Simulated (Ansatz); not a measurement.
Program: Ansatz. Geometries: PBE0-D4/def2-TZVP. ΔE: electronic, gas phase. CCSD(T)/CBS is the MP2 limit (def2-TZVPP, def2-QZVPP) plus CCSD(T) − MP2 in def2-TZVPP, frozen cores. This one scheme is used for every species. Functionals use def2-TZVPP. One conformer a species, not always the lowest.

`CCCCCC(C)(C)C` + `CC` → `CCCCC(C)(C)C` + `CCC`  (formal exchange of groups at a C–C bond)

| level | ΔE (kcal/mol) |
| --- | --- |
| ωB97M-V | -0.6 |
| B2PLYP | -1.5 |
| PBE | -1.8 |
| MP2/def2-TZVPP | -0.5 |
| CCSD/def2-TZVPP | -0.9 |
| CCSD(T)/def2-TZVPP | -0.6 |
| MP2/CBS(def2) | -0.6 |
| CCSD/CBS(def2) | -1.0 |

Task: What does CCSD(T)/CBS give? (Estimate.)

Result: Computed: -0.8 kcal/mol. The listed levels differ from it by 0.2, -0.7, -1.0, 0.3, -0.1, 0.2, 0.2, -0.2 kcal/mol.

Largest T1 diagnostic among the species: 0.009.

In def2-TZVPP, CCSD(T) changes the Hartree–Fock value by +2.0 kcal/mol (the triples alone add +0.3 kcal/mol) and MP2 by +2.1 kcal/mol. The D4 term adds +1.4 kcal/mol with B3LYP and +0.9 kcal/mol with PBE0; it sums over pairs of atoms, weighted by their polarisabilities, and B3LYP, whose exchange is more repulsive, gets the larger term.

B3LYP here is the variant with VWN-RPA as its local correlation; programs differ in this.
